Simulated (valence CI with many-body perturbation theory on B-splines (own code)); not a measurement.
Hyperfine factors and g values of Pm39+

Calculated by relativistic CI+MBPT: four valence electrons over a frozen Dirac-Fock core [Ar], radial functions for each j: 9 s, 9 p, 10 d, 8 f, 5 g, 3 h, 1 i, with the one-electron correlation potential Σ1 (screened to all orders), the two-electron term Σ2, the three-electron term Σ3, Breit, model QED; selected single and double excitations, second order for the rest (own B-spline code, finite nucleus).

The last digits are not significant, and no measured levels were compared; by estimate large intervals hold to a few tenths of a per cent, small ones and those within an open d or f shell to about a per cent. Only levels of the ground parity were solved; by the run's estimate the other parity begins above the list, which can be wrong where configurations are misplaced.

A/g_I is the dipole constant over the nuclear g factor μ/I (μ in nuclear magnetons, uniformly magnetised nucleus), B/Q the quadrupole constant per barn. Both hold the static response of the core; the bare values leave it out. Large factors of s and p1/2 electrons are usually good to 5 to 10 %; those of open d and f shells near neutrality can be off by tens of per cent, and small factors of p3/2, d and f electrons come from cancelling terms and can be off by a factor of two or in sign, in half-filled shells by more. B is blank for J = 1/2, where it vanishes, and for nearly pure S terms. Energies count from the lowest level. Levels with J = 0 are left out.

Levels are named by their leading jj configuration (3d3/2^4 stands for four electrons in 3d with j = 3/2), which in mixed levels can hold well under half, so a name can repeat and another be missing. Letters in brackets count levels of one name in rising energy.

| Level | E (cm⁻¹) | g | A/g_I (MHz) | A/g_I bare | B/Q (MHz/b) | B/Q bare |
| --- | --- | --- | --- | --- | --- | --- |
| (3d3/2^3 3d5/2) J=1 | 176050 | 1.493 | -2290 | -1400 | 10400 | 10600 |
| (3d3/2^3 3d5/2) J=2 | 252220 | 1.300 | 16900 | 17500 | 19000 | 19300 |
| (3d3/2^3 3d5/2) J=4 | 253990 | 1.099 | 30100 | 30300 | 506 | 458 |
| (3d3/2^3 3d5/2) J=3 | 278770 | 1.203 | 25200 | 25600 | 12400 | 12500 |
| (3d3/2^2 3d5/2^2) J=4 [a] | 426930 | 1.153 | 24500 | 24800 | -11100 | -11300 |
| (3d3/2^2 3d5/2^2) J=2 [a] | 430100 | 1.124 | 15200 | 15500 | 19100 | 19400 |
| (3d3/2^2 3d5/2^2) J=3 [a] | 441830 | 1.105 | 22600 | 22900 | 4430 | 4490 |
| (3d3/2^2 3d5/2^2) J=5 | 468620 | 1.078 | 28100 | 28200 | 25400 | 25800 |
| (3d3/2^2 3d5/2^2) J=6 | 487470 | 1.081 | 29600 | 29800 | 30300 | 30700 |
| (3d3/2^2 3d5/2^2) J=1 | 487970 | 1.167 | 29800 | 30100 | 1810 | 1820 |
| (3d3/2^2 3d5/2^2) J=4 [b] | 517260 | 1.028 | 32000 | 32100 | -10500 | -10600 |
| (3d3/2^2 3d5/2^2) J=3 [b] | 521990 | 1.113 | 30500 | 30700 | 9210 | 9350 |
| (3d3/2^2 3d5/2^2) J=2 [b] | 526970 | 1.112 | 27500 | 27700 | 8740 | 8870 |
| (3d3/2^2 3d5/2^2) J=2 [c] | 601520 | 1.007 | 38400 | 38400 | -1860 | -1910 |
| (3d3/2^2 3d5/2^2) J=4 [c] | 620490 | 1.222 | 20800 | 21200 | 34200 | 34700 |
| (3d3/2 3d5/2^3) J=3 [a] | 676770 | 1.140 | 18200 | 18500 | 1340 | 1380 |
| (3d3/2 3d5/2^3) J=4 [a] | 684160 | 1.108 | 22300 | 22600 | -5550 | -5640 |
| (3d3/2^2 3d5/2^2) J=2 [d] | 699420 | 1.244 | 23500 | 23900 | -9620 | -9740 |
| (3d3/2 3d5/2^3) J=1 [a] | 708420 | 0.878 | 30900 | 30800 | 12900 | 13100 |
| (3d3/2 3d5/2^3) J=5 | 709000 | 1.141 | 24300 | 24600 | -16700 | -17000 |
| (3d3/2 3d5/2^3) J=6 | 716520 | 1.071 | 27800 | 28000 | 34600 | 35200 |
| (3d3/2 3d5/2^3) J=2 [a] | 765610 | 1.032 | 31500 | 31600 | 25100 | 25500 |
| (3d3/2 3d5/2^3) J=3 [b] | 776810 | 1.088 | 26800 | 27000 | 11800 | 12000 |
| (3d3/2 3d5/2^3) J=3 [c] | 865120 | 1.058 | 30000 | 30200 | 39200 | 39800 |
| (3d3/2 3d5/2^3) J=1 [b] | 869330 | 1.435 | 6050 | 6830 | -18000 | -18300 |
| (3d3/2 3d5/2^3) J=4 [b] | 874490 | 1.036 | 30300 | 30400 | 34100 | 34700 |
| (3d3/2 3d5/2^3) J=2 [b] | 897700 | 1.094 | 28100 | 28300 | -33400 | -33900 |
| (3d5/2^4) J=4 | 957880 | 1.154 | 20900 | 21200 | -33600 | -34100 |
| (3d5/2^4) J=2 | 1041400 | 1.031 | 23400 | 23500 | 8000 | 8130 |

**Question.** Take the isotope of mass number 147, with I = 7/2, μ = 2.58 μN and Q = 0.74 b. What is the hyperfine structure of (3d3/2^3 3d5/2) J=3?

**Answer.** From the table A = 18600 MHz, B = 9160 MHz. Shifts from the centre of gravity in MHz: F = 1/2: -246000, F = 3/2: -220000, F = 5/2: -176000, F = 7/2: -113000, F = 9/2: -30600, F = 11/2: 72400, F = 13/2: 198000.
